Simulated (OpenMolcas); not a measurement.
Pd4+ (d6) in a complex was computed by CASSCF with the d shell active (OpenMolcas, ANO-RCC-VTZP on the metal). Its lowest spin-free states, and all those of the highest spin:

```
2S+1  Degeneracy  E (cm-1)
   1           1       0.0
   3           3     17469
   3           3     23210
   1           3     23411
   5           3     25863
   1           3     33337
   3           3     41697
   3           3     41980
   3           3     45144
   3           2     45440
   3           3     47688
   1           3     48815
   5           2     52296
```

Question: Is the site octahedral, tetrahedral or cube-like, axial, or of lower symmetry?

Answer: The states with 2S+1 = 5 have orbital degeneracies 3, 2. Threefold states need a cubic site. For d6 at this spin an octahedron puts the threefold T2 below the twofold E and a tetrahedron or cube puts the twofold E below the threefold T2, so the site is octahedral. The first gap at this spin, 26400 cm-1, is |10Dq| in ligand-field theory. The run had Pd4+ with 6 ligands (fluoride) in octahedral coordination (Oh) at 1.93 Å. A charge of +0.333 e stands 3.2 Å behind each ligand. Ligand basis ANO-RCC-VDZP.

Without dynamic correlation the repulsion within the d shell is too large (B by tens of per cent), so at a given field states of lower spin stand too high. The least metal-like active orbital is 67 % on the metal (Löwdin) and no ligand orbital is active, so the numbers are rough, and ground spin, moment and any spin crossover can be artefacts of this space; highly charged d ions in such sites are as a rule low spin. With metal d orbitals alone the field can be off either way by tens of per cent. Ligand-to-metal charge-transfer states are missing. With no ligand orbital active B as a rule stays too high, so bands that hang on it stand too high and its fall with covalency is understated. No measured value stands beside these numbers; the geometry is a model, was not optimised and need not be the one that this ion takes.
